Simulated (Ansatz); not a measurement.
`C[Si](O)(F)Cl` + HCl → `O[Si](F)(Cl)Cl` + CH₄ at 600 K and 1 bar (ligand exchange at the Si–C bond).

Program: Ansatz. Geometries: PBE0-D4/def2-TZVP. ΔE: electronic, gas phase. CBS: MP2 limit from def2 TZ/QZ plus the TZ coupled-cluster correction, frozen cores. This one scheme is used for every species. Each species was taken in one conformer, which may not be the lowest.

| species | CCSD(T)/CBS energy (Eh) | H − E (kJ/mol) | S (J/(mol·K)) |
| --- | --- | --- | --- |
| `C[Si](O)(F)Cl` | -964.48585 | 207.4 | 433.4 |
| HCl | -460.38127 | 35.4 | 207.2 |
| `O[Si](F)(Cl)Cl` | -1384.43664 | 106.2 | 413.2 |
| CH₄ | -40.46206 | 140.4 | 215.7 |

H − E and S are ideal-gas, rigid-rotor, harmonic terms from PBE0-D4/def2-TZVP, for one conformer and one mirror image of each species. 1 Eh = 2625.50 kJ/mol, R = 8.31446 J/(mol·K).

Q: By hand: ΔE, ΔH, ΔS and ΔG.

A: ΔE = (-1384.43664) + (-40.46206) − (-964.48585) − (-460.38127) = -0.03158 Eh = -82.9 kJ/mol. Δ(H − E) = 106.2 + 140.4 − 207.4 − 35.4 = 3.8, so ΔH = -79.1 kJ/mol. ΔS = 413.2 + 215.7 − 433.4 − 207.2 = -11.7 J/(mol·K). ΔG = -79.1 − 600 × (-11.7)/1000 = -72.1 kJ/mol.

Q: By hand: the equilibrium constant, and the temperature at which ΔG would vanish if ΔH and ΔS stayed fixed.

A: log₁₀ K = −ΔG/(RT ln 10) = 6.3. ΔG = 0 at ΔH/ΔS = 6761 K, far beyond where these terms or the molecules hold.

The number of gas molecules stays the same, so ΔS is small and ΔH decides. A doubt of 5 kJ/mol in ΔE shifts log₁₀ K by 0.4 here. Other conformers and mirror images would add mixing entropy, several J/(mol·K) or more a flexible species. These are equilibria of isolated gas molecules and say nothing of rates. Largest T1 diagnostic: 0.010 (customary marks: 0.02 for closed shells, 0.045 for open ones).
